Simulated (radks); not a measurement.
Excited configurations of Ca III: one electron is placed in a higher orbital outside [Ne] 3s2 3p5. The ground configuration is [Ar]. All-electron calculation, non-relativistic Kohn-Sham, r2SCAN, spin-unpolarised, spherical densities, point nucleus; meta-GGA in the generalised Kohn-Sham scheme. Program: a radial shooting solver on a logarithmic mesh with Libxc functionals. Excitation = E - E(ground); binding = E(ion) - E, where the ion is the core of charge +3; n* = 3/sqrt(2 binding) in atomic units, and the quantum defect is n - n*.

4s: excitation (eV) 32.083; binding (eV) 19.831; n* 2.485; quantum defect 1.515; <r> (bohr) 3.148
4f: excitation (eV) 44.464; binding (eV) 7.449; n* 4.054; quantum defect -0.054; <r> (bohr) 6.037
5s: excitation (eV) 41.794; binding (eV) 10.120; n* 3.479; quantum defect 1.521; <r> (bohr) 6.119
5p: excitation (eV) 43.416; binding (eV) 8.498; n* 3.796; quantum defect 1.204; <r> (bohr) 6.937
5d: excitation (eV) 45.605; binding (eV) 6.308; n* 4.406; quantum defect 0.594; <r> (bohr) 8.765
5f: excitation (eV) 47.022; binding (eV) 4.891; n* 5.003; quantum defect -0.003; <r> (bohr) 10.45
6d: excitation (eV) 47.701; binding (eV) 4.213; n* 5.391; quantum defect 0.609; <r> (bohr) 13.67
7s: excitation (eV) 47.774; binding (eV) 4.139; n* 5.439; quantum defect 1.561; <r> (bohr) 15.00

The Delta-SCF ionisation energy is 51.913 eV (NIST Atomic Spectra Database: 50.913 eV, measured). Self-interaction in the functional shifts the binding energies and quantum defects, so they are the method's values and not measured ones. Spin polarisation and multiplet splitting are left out, so open shells lie too high by an amount that depends on their filling.

Beside tabulated values, note that spin-unpolarised runs miss the spin-polarisation part of the exchange energy of open shells.
